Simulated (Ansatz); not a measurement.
Molecule: trifluorosilane, sum formula SiHF$_{3}$, net charge 0, singlet state. SMILES: F[SiH](F)F
Geometry: optimised at B3LYP-D3(BJ)/def2-TZVP (Ansatz, a first-principles code).

Wanted: atomisation energy (electronic, to ground-state atoms), in kcal/mol. Valence correlation only, unless marked. UHF or UKS for open shells. Spin-orbit coupling is left out. No relativistic terms. The coupled-cluster limit lacks core correlation, which all-electron functionals hold. Basis-set limits of correlation are two-point, X^-3; Hartree-Fock from the larger set (for Q and 5 zeta extrapolated as (X+1)exp(-9√X)).

```tsv
level	program	atomisation energy (kcal/mol)
HSE06/def2-TZVPD	Ansatz	494.3
MP2/aug-cc-pV(D+d)Z	Ansatz	493.1
MP2/CBS(aug-cc-pV(T+d)Z,aug-cc-pV(Q+d)Z)	Ansatz	536.9
```

Question: Estimate the value at CCSD(T)/CBS(cc-pV(Q+d)Z,cc-pV(5+d)Z) as computed with Ansatz.

Answer: 514.5 kcal/mol, so MP2/CBS(aug-cc-pV(T+d)Z,aug-cc-pV(Q+d)Z) differs from it by 22.4 kcal/mol.
